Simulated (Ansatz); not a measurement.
Species, as SMILES: C(#N)[O], doublet.
Atoms: O1, C2, N3. Bonds: O1-C2, C2-N3.

Basis-set convergence of the harmonic zero-point energy at B3LYP with Ansatz (a first-principles code). Each level at its own minimum, finite differences of forces, unscaled; the reference is a large set that could be run, not a limit. Cartesian d functions, on some or all atoms, in 6-31G**; all else is spherical. The program fits the integrals of some runs and decomposes those of others, by size. Open shells are unrestricted. No added dispersion term, no relativity. Reference: the value in cc-pVQZ, 6.27 kcal/mol. Deviations are taken from unrounded values.

```json
[
 {"basis": "STO-3G", "functions": "15", "harmonic zero-point energy (kcal/mol)": "5.32", "minus reference (kcal/mol)": "-0.95"},
 {"basis": "3-21G", "functions": "27", "harmonic zero-point energy (kcal/mol)": "5.86", "minus reference (kcal/mol)": "-0.42"},
 {"basis": "6-31G", "functions": "27", "harmonic zero-point energy (kcal/mol)": "5.68", "minus reference (kcal/mol)": "-0.60"},
 {"basis": "def2-SVP", "functions": "42", "harmonic zero-point energy (kcal/mol)": "6.28", "minus reference (kcal/mol)": "0.01"},
 {"basis": "6-31G**", "functions": "45", "harmonic zero-point energy (kcal/mol)": "6.19", "minus reference (kcal/mol)": "-0.08"},
 {"basis": "6-311G**", "functions": "54", "harmonic zero-point energy (kcal/mol)": "6.27", "minus reference (kcal/mol)": "0.00"},
 {"basis": "def2-TZVPP", "functions": "93", "harmonic zero-point energy (kcal/mol)": "6.28", "minus reference (kcal/mol)": "0.01"},
 {"basis": "cc-pCVTZ", "functions": "129", "harmonic zero-point energy (kcal/mol)": "6.27", "minus reference (kcal/mol)": "0.00"}
]
```

The smallest set listed that lies within 0.2 kcal/mol of the reference with all its larger relatives (same family, alike in diffuse functions; a set with none counts only in the reference's own line) is def2-SVP (42 functions, 0.01 kcal/mol off). Inside, with no larger relative to test it: cc-pCVTZ.
